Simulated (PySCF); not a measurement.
```xyz
9

Si     1.6829    -0.1787     0.0877
Ga    -0.7043    -0.1069    -0.1317
S     -1.9485     1.5852     0.5476
S     -1.8424    -1.7667    -1.0298
H      2.2637     1.1266    -0.3267
H      2.0391    -0.4207     1.5117
H      2.2663    -1.2602    -0.7476
H     -0.9062     2.3141     0.9790
H     -3.0425    -1.1861    -0.8619
```

Charge 0, multiplicity 1.

**Question.** Give the Mulliken and meta-Löwdin atomic charges from M06-2X/def2-TZVP // PBE0-D3(BJ)/def2-TZVP in PySCF.

**Answer.** 
| atom | Mulliken (e) | meta-Löwdin (e) |
|---|---|---|
| Si1 | -0.05 | 0.18 |
| Ga2 | 0.43 | 0.40 |
| S3 | -0.34 | -0.30 |
| S4 | -0.35 | -0.29 |
| H5 | -0.01 | -0.07 |
| H6 | 0.00 | -0.07 |
| H7 | 0.00 | -0.07 |
| H8 | 0.16 | 0.10 |
| H9 | 0.16 | 0.10 |
